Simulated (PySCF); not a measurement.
Correlation energy of O (oxygen, neutral)

[He] 2s2 2p4, high-spin 3P determinant. Calculation: PySCF 2.14, in aug-cc-pwCVDZ; the non-relativistic Hamiltonian (point nucleus). Frozen: 1s2; 6 electrons correlated.

```
  level  correlation energy (mhartree)
   CCSD                        -132.79
    (T)                          -1.98
CCSD(T)                        -134.77
  CCSDT                        -135.03
```

Diagnostics: T1 = 0.0095, D1 = 0.0170, largest double amplitude 0.043.

Cost of the coupled-cluster step: roughly 0.3 core-seconds, for 6 correlated electrons.
